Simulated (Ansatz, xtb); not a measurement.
Molecule: sum formula TaOF₂, net charge 1, singlet state. 
Geometry from a B3LYP-D3(BJ)/def2-TZVP (Ansatz, a quantum-chemistry and plane-wave program) optimisation:
```
Ta
O 1 1.6857
F 1 1.8278 2 104.88
F 1 1.8278 2 104.88 3 -114.23
```
Charge +1, spin multiplicity 1.

Harmonic wavenumbers from GFN2-xTB (xtb, at its own minimum), cm⁻¹: 129, 178, 188, 347, 354, 671.

Task: Give the harmonic wavenumbers at B3LYP-D3(BJ)/def2-TZVP (Ansatz, finite differences of forces, unscaled).

Result: 169, 247, 286, 747, 759, 1066 cm⁻¹. Zero-point energy 4.7 kcal/mol.

Task: From these and the geometry, give the ideal-gas thermochemistry at 298.15 K and 1 atm (rigid rotor, harmonic oscillator).

Result: Point group Cs, rotational symmetry number 1. Rotational constants 6.105, 4.912, 3.435 GHz. S(trans) 42.26, S(rot) 25.55, S(vib) 6.27, S(elec, spin only) 0.00, S 74.1 cal/(mol K). H(298) - H(0) 3.47 kcal/mol; G - E(el) -13.9 kcal/mol.
